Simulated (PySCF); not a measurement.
B(H)(Cl)(vinyl) (C2H4BCl), SMILES C(=C)BCl. Atoms are numbered in the order given.

```xyz
8

B     -0.5382    -0.0305     0.0000
H     -1.7343     0.1069     0.0000
Cl     0.0815    -1.6805     0.0000
C      0.4173     1.1753     0.0000
C     -0.0671     2.4323     0.0000
H      1.5045     1.0303     0.0000
H      0.5800     3.3166     0.0000
H     -1.1463     2.6214     0.0000
```

Geometry optimised at B3LYP-D3(BJ)/def2-SVP. Other conformers were not sampled.

The numbers are results of B3LYP-D3(BJ)/def2-SVP (PySCF 2.14.0), not measurements.

Frequencies are harmonic and unscaled.

```
mode  ν (cm⁻¹)  IR (km/mol)  moving atoms (share of kinetic energy)
----  --------  -----------  --------------------------------------
1          110          0.2          C 44 %, H 24 %, B 23 %, Cl 9 %
2          232          0.5         C 34 %, B 27 %, H 26 %, Cl 13 %
3          379          1.8                 C 51 %, Cl 32 %, H 15 %
4          545          2.7                          H 85 %, C 14 %
5          803         56.0                 B 53 %, H 23 %, Cl 16 %
6          842         27.2                          H 57 %, B 36 %
7          948         30.5                  H 71 %, B 13 %, C 13 %
8         1021         29.3                          H 75 %, C 25 %
9         1051          6.5                          H 87 %, C 13 %
10        1100          6.4                  H 63 %, C 23 %, B 14 %
11        1134        198.5                          H 52 %, B 43 %
12        1301         18.4                          H 64 %, C 31 %
13        1434         78.7                          H 78 %, C 19 %
14        1665         78.8                          C 83 %, H 16 %
15        2633        106.4                           H 91 %, B 9 %
16        3121         12.2                                  H 95 %
17        3145          4.6                           H 92 %, C 8 %
18        3216          7.4                          H 89 %, C 11 %
```
